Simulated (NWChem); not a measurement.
Molecule: SiNH₄OBr; SMILES N[SiH](O)Br

```xyz
8

Si    -0.0049    -0.9551    -0.3881
N      1.2550    -1.8617     0.3033
O     -1.4254    -1.4978     0.2585
Br     0.0347     1.2630     0.0446
H      0.1021    -1.0603    -1.8627
H      2.1569    -1.9288    -0.1526
H      1.3173    -2.0013     1.3053
H     -2.1025    -0.8272     0.3917
```
Atoms are numbered in this order, from 1.

Geometry: optimised at PBE0/def2-SVP.

Task: List the 4 lowest vertical singlet excitations from PBE0/def2-SVPD, TDA (NWChem).

Result: 
```json
[
 {"state": "S1", "energy (eV)": "6.95", "oscillator strength": "0.039", "leading excitation (squared amplitude)": "HOMO → LUMO (0.87)"},
 {"state": "S2", "energy (eV)": "7.17", "oscillator strength": "0.017", "leading excitation (squared amplitude)": "HOMO → LUMO+1 (0.55)"},
 {"state": "S3", "energy (eV)": "7.35", "oscillator strength": "0.052", "leading excitation (squared amplitude)": "HOMO → LUMO+2 (0.32)"},
 {"state": "S4", "energy (eV)": "7.40", "oscillator strength": "0.054", "leading excitation (squared amplitude)": "HOMO−1 → LUMO+1 (0.35)"}
]
```
